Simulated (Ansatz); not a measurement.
A nudged elastic band was laid between two geometries of H₉NOSi₃ (14 atoms, charge 0, multiplicity 1).

These are results of Ansatz 0.2.0, RKS PBE/def2-SVP, not measurements.

```json
{
 "movable images": "7",
 "climbing image": "yes",
 "spring": "5.0 eV/Å²",
 "optimiser": "quadratic models (default)",
 "start path": "through a guess of the saddle point",
 "force threshold": "0.03 eV/Å",
 "iteration limit": "60",
 "end points": "relaxed"
}
```

First end point:

```xyz
14
Properties=species:S:1:pos:R:3
N -1.179 0.208 1.897
Si -1.602 0.369 0.169
Si 0.212 -0.895 -0.689
O 0.586 -1.756 0.720
Si 2.014 0.440 -1.429
H -1.960 0.201 2.562
H -0.464 0.857 2.247
H -1.775 1.790 -0.318
H -2.926 -0.335 0.022
H -0.190 -1.823 -1.808
H 0.036 -1.358 1.445
H 1.619 1.175 -2.686
H 2.365 1.469 -0.383
H 3.250 -0.371 -1.721
```

Last end point:

```xyz
14
Properties=species:S:1:pos:R:3
N -1.533 -0.102 1.938
Si -1.416 0.589 0.294
Si 0.367 -0.772 -0.474
O 0.971 -1.239 1.036
Si 1.992 0.351 -1.757
H -2.077 -0.968 2.024
H -1.825 0.539 2.685
H -0.996 2.021 0.501
H -2.706 0.593 -0.494
H -0.141 -1.952 -1.274
H 0.317 -0.919 1.713
H 1.395 0.725 -3.091
H 2.435 1.614 -1.066
H 3.203 -0.509 -2.006
```

Problem. What changes between the two ends?

Solution. No bond is made or broken. The height of N1 over the plane of its neighbours goes from -0.31 to -0.31 Å.

Problem. What energy profile does the band end with?

Solution. The run converged. The highest image is number 5 of 0 to 8, 0.5 kcal/mol above the ends, which have the same energy within 2 meV. A vibrational analysis at the climbing image gives one clearly imaginary mode, 120i cm⁻¹: a first-order saddle point.

```tsv
image	path coordinate (Å)	energy (kcal/mol)	height of N1 over the plane of its neighbours (Å)
0	0.00	0.0	-0.31
1	0.32	0.0	-0.31
2	0.64	0.1	-0.31
3	0.97	0.3	-0.31
4	1.29	0.4	-0.31
5	1.61	0.5	-0.32
6	2.13	0.3	-0.31
7	2.65	0.1	-0.31
8	3.17	0.0	-0.31
```

Problem. What is the geometry of the highest image?

Solution. 
```xyz
14
Properties=species:S:1:pos:R:3
N -1.360 0.001 1.955
Si -1.481 0.517 0.239
Si 0.278 -0.833 -0.623
O 0.734 -1.565 0.830
Si 2.039 0.391 -1.603
H -2.182 -0.478 2.338
H -1.070 0.723 2.623
H -1.266 2.007 0.147
H -2.864 0.206 -0.276
H -0.226 -1.839 -1.633
H 0.113 -1.203 1.525
H 1.552 1.027 -2.883
H 2.494 1.492 -0.680
H 3.227 -0.475 -1.930
```

Problem. What are the harmonic wavenumbers there?

Solution. 120i, 69, 99, 108, 157, 210, 277, 360, 387, 432, 493, 504, 563, 615, 672, 735, 740, 794, 800, 824, 859, 886, 899, 905, 907, 1130, 1496, 2110, 2135, 2142, 2150, 2155, 2161, 3277, 3461, 3550 cm⁻¹.

Time of the run: 8.4 min on 2 threads of Arm Neoverse V2, on a shared host, peak memory 0.17 GiB.
